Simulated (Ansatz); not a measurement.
Cost and result up the ladder for Be₅ (the lowest singlet isomer of a short search) (5 atoms). Charge 0, multiplicity 1. Geometry: PBE/def2-TZVP.

```tsv
atom	x (Å)	y (Å)	z (Å)
Be1	0.795	-0.006	0.845
Be2	-0.996	-0.581	0.136
Be3	-0.721	1.397	0.688
Be4	0.721	-1.398	-0.687
Be5	0.201	0.587	-0.981
```

Ansatz on 4 threads of Arm Neoverse V2 on a shared host. Times are rough, and most runs start from the orbitals of an earlier one. PBE0/def2-TZVPD serves as the yardstick here, not as an exact answer. Differences are given only for rows in sets of like size (and for xTB, whose basis is part of the method), since another set adds its own error. Binding counts from free atoms at the same level (Be singlet; other spins of the atoms weren't run), without zero-point energy or a counterpoise term.

B3LYP takes the VWN-RPA correlation. HSE06 is defined as in plane-wave codes, on full-range PBE exchange. Correlated methods freeze no core orbitals. The structure comes from a short search, and lower isomers may exist.

Run but left out: r2SCAN/def2-TZVP, PBE0/def2-TZVP (restricted singlet, unstable towards broken spin symmetry); HF/STO-3G, HF/6-31G (restricted singlet, unstable in another Hartree–Fock run and untested here).

Correlated methods converge slowly with the basis.

| level | functions | wall time |
| --- | --- | --- |
| B3LYP/6-31G | 45 | 0.3 s |
| PBE0/def2-SVP | 45 | 0.4 s |
| PBE/def2-SVP | 45 | 0.41 s |
| LDA (SPW92)/def2-TZVP | 95 | 0.5 s |
| MP2/def2-TZVP | 95 | 0.6 s |
| BLYP/def2-TZVP | 95 | 0.75 s |
| PBE/def2-TZVP | 95 | 0.81 s |
| B3LYP/def2-TZVP | 95 | 0.85 s |
| PBE0/def2-TZVPD | 110 | 0.86 s |
| PBE/def2-TZVPD | 110 | 0.96 s |
| HSE06/def2-TZVP (with forces) | 95 | 0.96 s |
| r2SCAN/def2-TZVPD | 110 | 1.5 s |
| CCSD(T)/def2-TZVPP | 95 | 3.2 s |
| CCSD(T)/def2-TZVPD | 110 | 5.5 s |

(1) Estimate what each level gives for the binding energy per atom (eV).

## Answers

(1) 
```tsv
level	binding energy per atom (eV)	difference from PBE0/def2-TZVPD (eV)	remarks
B3LYP/6-31G	1.08	–	–
PBE0/def2-SVP	1.32	–	–
PBE/def2-SVP	1.45	–	–
LDA (SPW92)/def2-TZVP	1.68	0.37	–
MP2/def2-TZVP	1.16	-0.15	restricted SCF unstable
BLYP/def2-TZVP	1.15	-0.15	–
PBE/def2-TZVP	1.43	0.13	–
B3LYP/def2-TZVP	1.11	-0.20	–
PBE0/def2-TZVPD	1.31	0.00	–
PBE/def2-TZVPD	1.44	0.13	–
HSE06/def2-TZVP (with forces)	1.32	0.01	–
r2SCAN/def2-TZVPD	1.43	0.12	–
CCSD(T)/def2-TZVPP	0.82	-0.49	large T1 (0.022), restricted SCF unstable
CCSD(T)/def2-TZVPD	0.82	-0.49	large T1 (0.022), restricted SCF unstable
```
